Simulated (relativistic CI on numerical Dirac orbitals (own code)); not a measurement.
## Ni³⁺: 3d valence photoemission

Computed with this model: Dirac-Coulomb-Breit CI, KLI orbitals optimised for each configuration, model QED, valence Slater integrals scaled by 0.8, multiplet model of photoemission in the sudden approximation; configurations [Ar] 3d7 → [Ar] 3d6; 300 K; Lorentzian 0.3 eV and Gaussian 0.5 eV FWHM. Energies are those of the free ion, without screening or charge transfer. The energies are binding energies and can lie tens of eV above those of solids. S is read from ⟨S²⟩ = S(S + 1).

Field parameters in Wybourne normalisation: D3d B²₀ = −7Dσ, B⁴₀ = −14Dq − 21Dτ, B⁴₃ = −14√(10/7) Dq; Oh B⁴₀ = 21Dq, B⁴₄ = √(5/14) B⁴₀; Td as Oh with Dq negative (B⁴₀ = 21Dq, B⁴₄ = √(5/14) B⁴₀). The field is a parameter set, without covalency.

Computed curve for Oh, 10Dq = 19950 cm⁻¹, scaled to 100 at the maximum (points under 2 are left out and the grid is thinned):

(Energy (eV), Intensity): (52.5, 2.0), (52.7, 2.5), (52.8, 2.9), (53.0, 3.9), (53.1, 4.6), (53.3, 7.0), (53.4, 9.2), (53.6, 18.4), (53.7, 27.5), (53.9, 59.0), (54.0, 78.2), (54.2, 100.0), (54.3, 95.2), (54.5, 66.3), (54.6, 54.1), (54.8, 47.8), (54.9, 50.3), (55.1, 50.4), (55.2, 45.6), (55.4, 36.0), (55.5, 35.4), (55.7, 41.0), (55.8, 42.5), (56.0, 35.4), (56.1, 28.7), (56.3, 17.6), (56.4, 14.4), (56.6, 12.3), (56.7, 12.9), (56.9, 17.8), (57.0, 22.3), (57.2, 33.3), (57.3, 38.6), (57.5, 48.1), (57.6, 52.5), (57.8, 56.2), (57.9, 52.4), (58.1, 35.4), (58.2, 26.6), (58.4, 16.0), (58.5, 13.6), (58.7, 11.3), (58.8, 10.6), (59.0, 9.9), (59.1, 9.8), (59.3, 8.7), (59.4, 7.5), (59.6, 5.2), (59.7, 4.4), (59.9, 3.5), (60.0, 3.3), (60.2, 2.9), (60.3, 2.7), (62.5, 2.3), (62.6, 3.1), (62.8, 4.0), (62.9, 3.9), (63.1, 2.8), (63.2, 2.3), (63.7, 2.0)

The ground state has S = 1.46, and the centroid lies at 55.97 eV.
